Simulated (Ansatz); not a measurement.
The cluster Cs3H3. Total charge 0; singlet. Geometry PBE-D4/def2-TZVP, basis def2-TZVP, Ansatz.

```tsv
atom	x (Å)	y (Å)	z (Å)
Cs1	2.9860	-0.4514	-0.1835
Cs2	-0.8011	-0.0605	1.9953
Cs3	-1.0097	0.3315	-1.8783
H4	-2.7404	0.4111	0.1888
H5	0.5413	-1.6475	-0.2087
H6	1.0238	1.4167	0.0864
```

| run | HOMO (eV) | LUMO (eV) |
| --- | --- | --- |
| A | -2.85 | -1.13 |
| B | -2.96 | -0.63 |
| C | -3.83 | -0.73 |
| D | -2.96 | -1.16 |

In the def2 sets Cs takes a core potential; there is no spin–orbit coupling. Another isomer (singlet) lies 0.04 eV lower at PBE0-D4/def2-TZVP; other spin states weren't run for this one.

Task: The runs used BLYP, PBE, PBE0, r2SCAN. Estimate which is which.

Result: A BLYP (0 % exact exchange); B r2SCAN (0 % exact exchange); C PBE0 (25 % exact exchange); D PBE (0 % exact exchange). Exact exchange lowers occupied and raises empty levels; among semilocal functionals meta-GGAs tend to open the gap a little, and such runs are hard to tell apart. The gap grows from 1.71 eV (BLYP) to 3.11 eV (PBE0).
